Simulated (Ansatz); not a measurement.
A CCSD(T) single point on C₄H₉BFN (`CC#[N+][B-](C)(C)F`).

```yaml
crystal:
  periodic: [false, false, false]
  atoms:
    - {symbol: C, position_ang: [1.745577, 0.480188, 2.563707]}
    - {symbol: C, position_ang: [0.994922, 0.390262, 1.334679]}
    - {symbol: N, position_ang: [0.402920, 0.322655, 0.361429]}
    - {symbol: B, position_ang: [-0.467320, 0.236222, -1.088688]}
    - {symbol: C, position_ang: [0.091321, -1.085112, -1.802751]}
    - {symbol: C, position_ang: [-2.001586, 0.232227, -0.626384]}
    - {symbol: F, position_ang: [-0.078453, 1.417998, -1.720070]}
    - {symbol: H, position_ang: [1.066231, 0.436700, 3.416270]}
    - {symbol: H, position_ang: [2.455488, -0.345964, 2.625152]}
    - {symbol: H, position_ang: [2.291348, 1.424693, 2.587811]}
    - {symbol: H, position_ang: [-0.425107, -1.210669, -2.759986]}
    - {symbol: H, position_ang: [-0.086381, -1.995545, -1.221762]}
    - {symbol: H, position_ang: [1.162275, -1.022664, -2.020708]}
    - {symbol: H, position_ang: [-2.635534, 0.180940, -1.517588]}
    - {symbol: H, position_ang: [-2.278781, 1.143200, -0.086370]}
    - {symbol: H, position_ang: [-2.259819, -0.627731, -0.000441]}
basis:
  gaussian: {orbitals: def2-SVP}
correlation: {method: ccsd_t}
```

```sh
$ ansatz run in.yaml --threads 8 --pin off --events-out ev --progress --plain --max-ram 18278MiB
```

The program prints (abridged):

```
Functional definition: HF
1466 factors; integrals over basis functions are off by at most 1.5e-3 eV
mean field evaluation 1: about -9112.7070 eV, gradient 4.5e1 eV
mean field evaluation 2: about -9112.8657 eV, gradient 4.5e1 eV
mean field evaluation 4: about -9118.2959 eV, gradient 6.8e0 eV
mean field evaluation 8: about -9118.4363 eV, gradient 3.8e-1 eV
mean field -9118.43695247 eV, -335.0963773046 hartree, gradient 1.1e-6 eV, S^2 0.000000; 0 other end points of the search recorded, 0 dependent functions left out
7 core orbitals not correlated: weight in the atoms' cores, before any rotation towards them, 1.000 or more for the frozen orbitals, at most 0.000 for the correlated occupied ones
reference -9118.43695247 eV, -335.0963773046 hartree; 20, 20 occupied and 116, 116 virtual orbitals, 1466 factors
second order -27.04695466 eV of doubles, -0.00000000 eV of singles
cycle   1  -27.77637346 eV  change   -7.3e-1 eV  update   1.2e-1
cycle   2  -28.50155595 eV  change   -7.3e-1 eV  update   3.5e-2
cycle   3  -28.67963592 eV  change   -1.8e-1 eV  update   1.7e-2
cycle   4  -28.68261663 eV  change   -3.0e-3 eV  update   4.5e-3
cycle   5  -28.68461113 eV  change   -2.0e-3 eV  update   2.1e-3
cycle   6  -28.68585020 eV  change   -1.2e-3 eV  update   6.2e-4
cycle   7  -28.68575849 eV  change    9.2e-5 eV  update   2.3e-4
cycle   8  -28.68579212 eV  change   -3.4e-5 eV  update   7.4e-5
cycle   9  -28.68582719 eV  change   -3.5e-5 eV  update   2.7e-5
perturbative correction -0.86757033 eV, -0.0318826217 hartree
Total energy: -9147.99034999 eV, -336.1824446314 hartree
```

Hardware: 8 threads of an Arm Neoverse V1 on a shared host. Wall time 17 s, peak host memory 1.3 GiB.

The correlation energy is -29.553 eV, 2.9 % of it from (T); the T1 diagnostic reads 0.0110.
